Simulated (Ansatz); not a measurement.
Relaxation of FGaH4 (6 atoms, charge 0, multiplicity 1), to a largest force component of 0.03 eV/Å in at most 50 steps.

Level of theory: Ansatz, RKS PBE-D4/def2-SVP.

```xyz
6
Properties=species:S:1:pos:R:3:forces:R:3
Ga -0.002 0.240 -0.071 0.01 -0.30 -0.15
H 0.005 0.242 1.509 0.00 -0.02 0.31
H 1.382 0.312 -0.819 0.00 0.00 0.00
H -1.397 0.254 -0.803 0.00 0.00 0.00
F 0.078 -2.357 1.192 0.00 -0.12 -0.45
H 0.063 -1.602 1.744 -0.01 0.44 0.30
```

Task: Where does it end, and by what steps?

Result: The forces met the threshold. After 5 steps the energy has fallen by 0.181 eV; F5 moved furthest, 0.43 Å.

```tsv
step	energy less start (eV)	largest force component (eV/Å)	accepted
0	0.0000	0.454	yes
1	-0.0885	0.380	yes
2	-0.1725	0.309	yes
3	-0.1767	0.177	yes
4	-0.1809	0.082	yes
5	-0.1814	0.021	yes
```

```xyz
6
Properties=species:S:1:pos:R:3
Ga 0.005 0.062 0.010
H 0.011 0.245 1.625
H 1.394 0.166 -0.720
H -1.398 0.097 -0.701
F 0.064 -2.048 0.899
H 0.053 -1.434 1.639
```

The run took 8.9 s on 1 thread of Arm Neoverse V1, with other jobs on the host, peak memory 0.11 GiB.
